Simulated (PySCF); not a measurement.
# Correlation energy of C⁺ (carbon, charge +1)

[He] 2s2 2p1, 2P determinant. Calculation: PySCF 2.14, in aug-cc-pwCVDZ; no relativity, point nucleus. Frozen: nothing; 5 electrons correlated.

| level | correlation energy (mhartree) |
| --- | --- |
| CCSD | -97.93 |
| (T) | -0.96 |
| CCSD(T) | -98.89 |
| CCSDT | -99.15 |

Diagnostics: T1 = 0.0073, D1 = 0.0180, largest double amplitude 0.131.

Question: Is a single reference adequate?

Answer: Mostly. T1 lies below 0.03, but a double amplitude of this size points to a near-degeneracy that CCSD handles and MP2 describes poorly.
